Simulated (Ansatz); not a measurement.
Input for Ansatz (a first-principles code): R-B2PLYP/def2-TZVPPD on C2H6O2 (a complex). Files ending in .json are basis or fitting sets from the Basis Set Exchange.

Ansatz 0.2 input:
```yaml
crystal:
  periodic: [false, false, false]
  atoms:
    - {symbol: C, position_ang: [0.31074965, -0.56004906, 0.25018440]}
    - {symbol: O, position_ang: [-0.37327765, 0.62179877, 0.66300075]}
    - {symbol: H, position_ang: [0.85708018, -0.40363939, -0.68452736]}
    - {symbol: H, position_ang: [-0.45096744, -1.31991489, 0.08286835]}
    - {symbol: H, position_ang: [1.00265746, -0.91502922, 1.01962444]}
    - {symbol: H, position_ang: [0.27898971, 1.31903466, 0.78971361]}
    - {symbol: C, position_ang: [-0.45707402, 0.21757143, 3.35706712]}
    - {symbol: O, position_ang: [0.69881734, 0.02069105, 3.62106779]}
    - {symbol: H, position_ang: [-0.90936007, 1.22533182, 3.40618659]}
    - {symbol: H, position_ang: [-1.14492098, -0.59830255, 3.07091892]}
basis:
  gaussian:
    orbitals: def2-TZVPPD.json
hamiltonian:
  xc: {name: B2PLYP}
magnetization: {spin_polarized: false}
correlation: {electrons: outside_noble_gas}
scf: {lower_state_search: off}
```

The head of its log:

```
WARN ansatz: RAYON_NUM_THREADS=2 ignored (pool sized by the plan → 2); use --threads N
Functional definition: B2PLYP
these checks for a lower state are left out or cut short: stability, starts, cluster_reference, orbital_swaps, neighbouring_geometries, increment
integrals: 0.65 GiB planned
1484 factors; integrals over basis functions are off by at most 1.2e-3 eV
mean field: 1.37 GiB planned
mean field evaluation 1: about -6250.5307 eV, gradient 5.3e1 eV
mean field evaluation 2: about -6250.6045 eV, gradient 5.3e1 eV
mean field evaluation 4: about -6255.4548 eV, gradient 8.3e0 eV
mean field evaluation 8: about -6255.5867 eV, gradient 9.0e-1 eV
mean field evaluation 16: about -6255.5882 eV, gradient 1.6e-4 eV
mean field -6255.58824442 eV, -229.8886277926 hartree, gradient 5.7e-6 eV, S^2 0.000000; 0 other end points of the search recorded, 0 dependent functions left out
4 core orbitals not correlated
reference -6255.58842436 eV, -229.8886344051 hartree; 13, 13 occupied and 239, 239 virtual orbitals, 1484 factors
```

What total energy does the run end on?

-230.1593 hartree.
